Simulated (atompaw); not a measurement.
## An all-electron radial function and its pseudo partner (arsenic)

Columns: radius, all-electron u(r) and pseudo u(r) of the 4s shell (level -33.45 eV) of arsenic in the configuration [Ar] 3d10 4s2 4p1; PBE, scalar-relativistic, PAW (atompaw) scheme, atompaw 4.2.0.5.

```csv
r (bohr),all-electron,pseudo
0.079,0.1110,0.0915
0.158,0.2356,0.1820
0.237,0.0114,0.2702
0.315,-0.2386,0.3543
0.394,-0.3823,0.4352
0.473,-0.4014,0.5112
0.552,-0.3274,0.5814
0.631,-0.1976,0.6452
0.710,-0.0424,0.7021
0.788,0.1155,0.7513
0.867,0.2673,0.7937
0.946,0.4036,0.8287
1.025,0.5208,0.8563
1.104,0.6177,0.8766
1.183,0.6950,0.8901
1.262,0.7538,0.8971
1.340,0.7955,0.8980
1.419,0.8230,0.8934
1.498,0.8377,0.8839
1.577,0.8413,0.8698
1.656,0.8356,0.8518
1.735,0.8222,0.8303
1.813,0.8027,0.8061
1.892,0.7780,0.7790
1.971,0.7495,0.7496
2.050,0.7180,0.7180
```

(1) How many radial nodes do the two functions have?

(2) Is the pseudo-wave norm-conserving?

Answers

(1) The all-electron 4s function has n − l − 1 = 3 (the table is too coarse to show those close to the nucleus); the pseudo-wave has 0, since the states of the same l below it are removed with the core.

(2) No, it belongs to a PAW set: the norm inside the radius is not constrained, and the difference is carried by the augmentation charge.
